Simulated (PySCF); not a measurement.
Ga(I)3 cation (GaI3), SMILES [I][Ga]([I])[I] (connectivity only; charge and spin as stated), charge +1, multiplicity 2.

Geometry optimised at r2SCAN-D4/def2-SVP. The multiplicity is an assumed one; no other spin state was optimised. The isomer is the one that the SMILES or the coordinates give; other isomers of the formula were not compared. The def2 effective core potentials stand for the cores of I; spin–orbit coupling is left out.

Calculation: PBE/def2-TZVP in PySCF.

Isolated molecule, no solvent.

The total energy comes out as -2817.49144 hartree, the point group comes out as D3h and the α spin, highest occupied and lowest empty level is -11.68 and -7.96 eV. The β spin, highest occupied and lowest empty level comes out as -11.58 and -11.30 eV, the dipole moment about the centre of nuclear charge comes out as 0.00 D and the mean static polarisability is 163.9 bohr³ (24.29 Å³). The polarisability, principal values is 76.8, 207.4, 207.4 bohr³ and the ⟨S²⟩ comes out as 0.752 (pure state 0.75).
